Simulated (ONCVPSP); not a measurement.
erbium (Er): one change to an ONCV potential, before and after

Er, optimised norm-conserving Vanderbilt (ONCV), made with ONCVPSP 4.0.1 (PBE, scalar-relativistic). Core [Kr] 4d10 4f11, reference 5s2 5p6 5d1 6s1.75 6p0.25. Waves: 5s+6s: rc 2.25 bohr, ncon 3, nbas 8, qcut 6.3 1/bohr, 2 projectors; 5p+6p: rc 2.55 bohr, ncon 4, nbas 9, qcut 4.8 1/bohr, 3 projectors, debl 0.7 Ha; 5d: rc 3.50 bohr, ncon 4, nbas 8, qcut 4.9 1/bohr, 2 projectors, debl 2.2 Ha. Local part: polynomial inside 1.80 bohr (lpopt 5, dvloc0 -1 Ha). Core correction: polynomial model core, fcfact 0.45.

Change: d: debl 4.7.

Cutoffs: the cutoffs (Ha) at which the residual kinetic energy of the hardest occupied pseudo-wave falls to 1 and 0.1 mHa per electron; they do not see the model core or the augmentation charge, which bear on the density cutoff. Errors are all-electron minus pseudo energies relative to the spin-unpolarised reference configuration.

Task: How do hardness, ghosts and transferability respond?

Result: The potential gets neither clearly harder nor softer (11 Ha and 14 Ha → 11 Ha and 14 Ha); of the 4 tests that both files solve, the error grows in 3 and shrinks in 0 by more than 15 % and 0.3 meV (median size 18.2 → 51.7 meV); neither file shows a bound ghost.

| quantity | base | changed |
| --- | --- | --- |
| cutoff, loose | 11 Ha | 11 Ha |
| cutoff, tight | 14 Ha | 14 Ha |
| bound ghosts | none | none |
| GHOST(+) flags under 300 eV | none | d at 137.5 eV |
| error for 5s2 5p6 5d1 6s2 6p0, meV [ΔE -0.78 eV] | +0.1 | -0.2 |
| error for 5s2 5p6 5d1 6s1 6p0, meV [ΔE 6.27 eV] | -4.3 | -13 |
| error for 5s2 5p6 5d1 6s0 6p0, meV [ΔE 19.03 eV] | -32 | -91 |
| error for 5s2 5p5 5d1 6s2 6p0, meV [ΔE 34.23 eV] | -299 | -433 |
| s: phases at 2.28 bohr within 0.05 rad from the reference energy up to (Ha; the scan ends near 5) | 3.6 | 3.6 |
| p: phases at 2.59 bohr within 0.05 rad from the reference energy up to (Ha; the scan ends near 5) | 4.5 | 4.5 |
| d: phases at 3.56 bohr within 0.05 rad from the reference energy up to (Ha; the scan ends near 5) | 0.5 | 0.1 |
| rms error of d²Exc/dni dnj with the model core, mHa | 0.87 | 0.87 |
